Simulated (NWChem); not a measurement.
System meant: C₂H₆FY; SMILES [F][Y]([CH3])[CH3]

The following NWChem deck was run.

```
start job
memory heap 200 mb stack 900 mb global 1100 mb
geometry units angstroms noautoz
  Y      0.104308     0.000353     0.235920
  F      2.084665     0.005046     0.437649
  C     -0.818456    -1.924360    -0.731581
  H     -1.272671    -1.682478    -1.712510
  H     -1.642193    -2.344422    -0.118031
  H     -0.111046    -2.755322    -0.907019
  C     -0.828500     1.924827    -0.722487
  H     -1.651418     2.339850    -0.104399
  H     -1.285408     1.684989    -1.702647
  H     -0.124564     2.758861    -0.897321
end
basis spherical
  Y library def2-svp
  F library def2-svp
  C library def2-svp
  H library def2-svp
end
dft
  xc b3lyp
  iterations 150
  mulliken
end
task dft energy
```

End of the output:

```
             Northwest Computational Chemistry Package (NWChem) 7.3.0
             --------------------------------------------------------

 C1  symmetry detected

                             Geometry "geometry" -> ""
                             -------------------------

 Output coordinates in angstroms (scale by  1.889725989 to convert to a.u.)

  No.       Tag          Charge          X              Y              Z
 ---- ---------------- ---------- -------------- -------------- --------------
    1 Y                   39.0000     0.09609217     0.00012936    -0.23239262
    2 F                    9.0000     2.00405532     0.00244947     0.33523549
    3 C                    6.0000    -1.13082884     1.92322660     0.30466753
    4 H                    1.0000    -1.92371385     1.68152403     1.03948254
    5 H                    1.0000    -1.65998720     2.33903517    -0.57767763
    6 H                    1.0000    -0.54580149     2.75715933     0.73362493
    7 C                    6.0000    -1.12615673    -1.92598142     0.30471057
    8 H                    1.0000    -1.65055251    -2.34525610    -0.57885532
    9 H                    1.0000    -1.92255253    -1.68597975     1.03625260
   10 H                    1.0000    -0.53957143    -2.75704416     0.73709691

 Effective nuclear repulsion energy (a.u.)     292.7981003072

                                 NWChem DFT Module
                                 -----------------

 Summary of "ao basis" -> "ao basis" (spherical)
 ------------------------------------------------------------------------------
       Tag                 Description            Shells   Functions and Types
 ---------------- ------------------------------  ------  ---------------------
 Y                          def2-svp                11       31   5s3p2d1f
 F                          def2-svp                 6       14   3s2p1d
 C                          def2-svp                 6       14   3s2p1d
 H                          def2-svp                 3        5   2s1p

            General Information
            -------------------
          SCF calculation type: DFT
          Wavefunction type:  closed shell.
          No. of atoms     :    10
          No. of electrons :    66
           Alpha electrons :    33
            Beta electrons :    33
          Charge           :     0
          Spin multiplicity:     1
          Use of symmetry is: off; symmetry adaption is: off
          Maximum number of iterations: 150
          AO basis - number of functions:   103
                     number of shells:    47
          Convergence on energy requested:  1.00D-06
          Convergence on density requested:  1.00D-05
          Convergence on gradient requested:  5.00D-04

              XC Information
              --------------
                         B3LYP Method XC Potential
                     Hartree-Fock (Exact) Exchange  0.200
                        Slater Exchange Functional  0.800 local
                    Becke 1988 Exchange Functional  0.720 non-local
              Lee-Yang-Parr Correlation Functional  0.810
                  VWN I RPA Correlation Functional  0.190 local

             Grid Information
             ----------------
          Grid used for XC integration:  medium
          Radial quadrature: Mura-Knowles
          Angular quadrature: Lebedev.
          Tag              B.-S. Rad. Rad. Pts. Rad. Cut. Ang. Pts.
          ---              ---------- --------- --------- ---------
          Y                   1.80      123          10.0       590
          F                   0.50       49          11.0       434
          C                   0.70       49          12.0       434
          H                   0.35       45          13.0       434
          Grid pruning is: on
          Number of quadrature shells:   540
          Spatial weights used:  Erf1

      Superposition of Atomic Density Guess
      -------------------------------------

 Sum of atomic energies:        -788.12001321

      Non-variational initial energy
      ------------------------------

 Total energy =    -792.280270
 1-e energy   =   -1653.007224
 2-e energy   =     567.928853
 HOMO         =      -1.064741
 LUMO         =      -1.044201

     ---------------------------------------------
      Total Density - Mulliken Population Analysis
     ---------------------------------------------

    Atom       Charge   Shell Charges
 -----------   ------   -------------------------------------------------------
    1 Y   39    46.07   2.00  2.01  2.05  1.85 -0.41  6.06  7.30 -0.02 10.74 -0.21 14.70
    2 F    9     9.36   1.99  1.11  0.69  3.76  1.81  0.01
    3 C    6     4.56   1.99  0.97  0.49  1.05  0.08 -0.02
    4 H    1     0.20   0.23 -0.03  0.01
    5 H    1     0.25   0.20  0.06  0.00
    6 H    1     0.26   0.21  0.05  0.00
    7 C    6     4.56   1.99  0.97  0.49  1.05  0.08 -0.02
    8 H    1     0.25   0.20  0.06  0.00
    9 H    1     0.20   0.23 -0.03  0.01
   10 H    1     0.26   0.21  0.05  0.00

[...]
```

**Question.** What is wrong, and how is it mended?

**Answer.** The run ends normally but its numbers are meaningless: the def2 basis of a heavy element holds valence functions alone and wants its effective core potential (without it all electrons must fit into that basis). This input runs:
```
start job
memory heap 200 mb stack 900 mb global 1100 mb
geometry units angstroms noautoz
  Y      0.104308     0.000353     0.235920
  F      2.084665     0.005046     0.437649
  C     -0.818456    -1.924360    -0.731581
  H     -1.272671    -1.682478    -1.712510
  H     -1.642193    -2.344422    -0.118031
  H     -0.111046    -2.755322    -0.907019
  C     -0.828500     1.924827    -0.722487
  H     -1.651418     2.339850    -0.104399
  H     -1.285408     1.684989    -1.702647
  H     -0.124564     2.758861    -0.897321
end
basis spherical
  * library def2-svp
end
ecp
  Y library def2-ecp
end
dft
  xc b3lyp
  iterations 150
  mulliken
end
task dft energy
```
It converges to -217.92845 Ha (B3LYP/def2-SVP with def2 effective core potentials on Y). The faulty run gave -811.745 Ha, with all electrons squeezed into the valence basis.
